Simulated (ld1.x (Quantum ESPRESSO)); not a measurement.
**An all-electron radial function and its pseudo partner (cadmium (Cd))**

Columns: radius, all-electron u(r) and pseudo u(r) of the 5s shell (level -5.70 eV) of cadmium in the configuration [Kr] 4d10 5s2 5p0; PBEsol, scalar-relativistic, TM semilocal scheme, ld1.x (Quantum ESPRESSO) 7.5.

```
r (bohr)  all-electron  pseudo
   0.118       -0.0883  0.0149
   0.235        0.1736  0.0304
   0.353        0.1071  0.0473
   0.470       -0.1030  0.0661
   0.588       -0.2540  0.0879
   0.705       -0.2927  0.1132
   0.822       -0.2416  0.1431
   0.940       -0.1361  0.1790
   1.058       -0.0082  0.2213
   1.175        0.1204  0.2700
   1.292        0.2392  0.3250
   1.410        0.3437  0.3850
   1.528        0.4307  0.4465
   1.645        0.5003  0.5044
   1.763        0.5547  0.5552
   1.880        0.5948  0.5948
   1.998        0.6231  0.6231
   2.115        0.6409  0.6409
   2.232        0.6502  0.6502
   2.350        0.6523  0.6523
   2.468        0.6484  0.6484
   2.585        0.6398  0.6398
   2.702        0.6273  0.6273
   2.820        0.6116  0.6116
   2.938        0.5935  0.5935
   3.055        0.5737  0.5737
```

How many radial nodes do the two functions have?

The all-electron 5s function has n − l − 1 = 4 (the table is too coarse to show those close to the nucleus); the pseudo-wave has 0, since the states of the same l below it are removed with the core.

At about which radius was the pseudo-wave matched?

1.95 bohr, where the columns begin to agree (steps of 0.12 bohr).

Where does each function peak?

Outermost all-electron maximum near 2.35 bohr, pseudo maximum near 2.35 bohr (to the table’s step).

Is the pseudo-wave norm-conserving?

Yes: the TM semilocal scheme keeps the norm inside the radius equal to the all-electron one, which fixes the energy derivative of the logarithmic derivative at the level.
